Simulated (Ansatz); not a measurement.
```yaml
crystal:
  periodic: [false, false, false]
  atoms:
    - {symbol: Ni, position_ang: [0.605768, -0.739300, -0.842328]}
    - {symbol: Ni, position_ang: [-1.247946, -0.156401, 0.203322]}
    - {symbol: Ni, position_ang: [0.642177, 0.895701, 0.638996]}
basis:
  gaussian: {orbitals: def2-TZVP, initial_orbitals: start.molden}
hamiltonian: {xc: pbe}
correlation: {method: rpa}
scf: {omitted_lower_state_checks: [starts]}
```

The file start.molden holds the orbitals of an earlier run on this structure, at another level or in another basis.

```sh
$ ansatz run in.yaml --threads 4 --pin off --events-out ev --progress --plain --max-ram 3916MiB
```

It prints (some lines left out):

```
Functional definition: PBE
1320 factors; integrals over basis functions are off by at most 4.1e-4 eV
mean field evaluation 1: about -123111.6768 eV, gradient 1.3e1 eV
mean field evaluation 2: about -123112.0358 eV, gradient 1.2e0 eV
mean field evaluation 4: about -123112.0310 eV, gradient 8.2e-2 eV
mean field evaluation 8: about -123112.0310 eV, gradient 5.4e-6 eV
mean field -123112.03103354 eV, -4524.2836921508 hartree, gradient 5.3e-6 eV, S^2 0.000000; 0 other end points of the search recorded, 0 dependent functions left out; unrestricted orbitals would lower it
mean field evaluation 16: about -123000.5262 eV, gradient 1.9e1 eV
mean field evaluation 32: about -123005.3586 eV, gradient 7.4e0 eV
15 core orbitals not correlated: weight in the atoms' cores, before any rotation towards them, 1.000 or more for the frozen orbitals, at most 0.000 for the correlated occupied ones
reference -122991.36410336 eV, -4519.8492642577 hartree; 27, 27 occupied and 93, 93 virtual orbitals, 1320 factors
Error: the energy between an occupied orbital and the lowest state that it is excited into in its spin channel is -0.3948 eV and must be positive: a state without a gap has no random-phase energy
```

(1) Can the result of this run be used?

## Answers

(1) No. The run stopped with an error. The reference has no gap: an occupied orbital lies above an empty one, and the correlation energy can't be formed.
